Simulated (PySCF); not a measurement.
# Scandium: a sound run and one with changed settings

Sound run: Sc [Ar] 3d1 4s2, Sc+ [Ar] 3d1 4s1. Computed with PySCF 2.14 in aug-cc-pVDZ (7s6p4d2f, 59 functions), with no relativity, point nucleus. The sound run starts from symmetry-adapted Hartree-Fock orbitals and uses a fine grid where one is needed.

Changed run: radial step 1.2 in ln r (0.13 in the sound run). This setting is unsound on purpose.

```csv
species,method,sound run (hartree),changed run (hartree),converged
Sc,UHF,-759.73804,-759.73804,yes
Sc,BP86,-760.70567,-756.93803,yes
Sc,B3LYP,-760.64314,-757.50481,yes
Sc+,UHF,-759.54076,-759.54076,yes
Sc+,BP86,-760.46097,-756.68825,yes
Sc+,B3LYP,-760.40217,-757.26749,yes
```

Ionisation energy of Sc:

```json
{"method": "UHF", "sound run (eV)": "5.368", "changed run (eV)": "5.368"}
{"method": "BP86", "sound run (eV)": "6.659", "changed run (eV)": "6.797"}
{"method": "B3LYP", "sound run (eV)": "6.557", "changed run (eV)": "6.458"}
```

A coarse radial grid mis-integrates the density and the exchange-correlation energy, with errors of either sign; Hartree-Fock needs no grid.

For comparison, NIST gives 6.561 eV between the lowest levels.
